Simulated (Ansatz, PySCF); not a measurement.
1-hydroxysilylpropan-2-one (C3H8O2Si), SMILES O[SiH2]CC(C)=O. Atoms are numbered in the order given.

```xyz
14

C      2.5044     0.1305    -0.2581
C      1.0682     0.5059    -0.0272
O      0.5399     1.4064    -0.6538
C      0.2872    -0.2915     0.9795
Si    -1.2940    -0.9557     0.1535
O     -2.0601     0.3527    -0.5112
H      2.5652    -0.9263    -0.5650
H      2.9433     0.7710    -1.0328
H      3.0753     0.2224     0.6794
H      0.8834    -1.0791     1.4630
H     -0.0731     0.4027     1.7582
H     -0.8981    -1.9827    -0.8611
H     -2.1723    -1.5942     1.1728
H     -1.4053     1.0356    -0.7433
```

Geometry optimised at PBE0-D3(BJ)/def2-SVP. The values are those of a single conformer.

Two levels are set side by side: PBE-D3(BJ)/def2-SVP (Ansatz, a first-principles code) and PBE0-D3(BJ)/def2-SVP (Ansatz). Each level has its own optimised geometry; the coordinates shown are those of the second. Frequencies come from the Hessian of PySCF at each geometry. Differences are taken from unrounded values.

| quantity | PBE0-D3(BJ) | PBE-D3(BJ) | PBE-D3(BJ) minus PBE0-D3(BJ) |
|---|---|---|---|
| mean bond length (Å) | 1.327 | 1.338 | 0.011 |
| bond C1–C2 (Å) | 1.502 | 1.512 | 0.009 |
| bond C2–O3 (Å) | 1.218 | 1.233 | 0.016 |
| bond C2–C4 (Å) | 1.503 | 1.510 | 0.007 |
| bond C4–Si5 (Å) | 1.904 | 1.920 | 0.016 |
| bond Si5–O6 (Å) | 1.656 | 1.671 | 0.015 |
| bond C1–H7 (Å) | 1.102 | 1.111 | 0.009 |
| bond C1–H8 (Å) | 1.097 | 1.105 | 0.008 |
| bond C1–H9 (Å) | 1.101 | 1.110 | 0.008 |
| bond C4–H10 (Å) | 1.100 | 1.108 | 0.008 |
| bond C4–H11 (Å) | 1.104 | 1.111 | 0.008 |
| bond Si5–H12 (Å) | 1.497 | 1.509 | 0.012 |
| bond Si5–H13 (Å) | 1.489 | 1.501 | 0.011 |
| bond O6–H14 (Å) | 0.974 | 0.990 | 0.016 |
| highest harmonic wavenumber (cm⁻¹) | 3710 | 3463 | -248 |
| mean harmonic wavenumber (cm⁻¹) | 1305 | 1260 | -45 |
| zero-point energy (kcal/mol) | 67.16 | 64.86 | -2.30 |

GGA bonds tend to be longer and softer than those of functionals with exact exchange. Differences between two approximate levels are no errors against the true value.
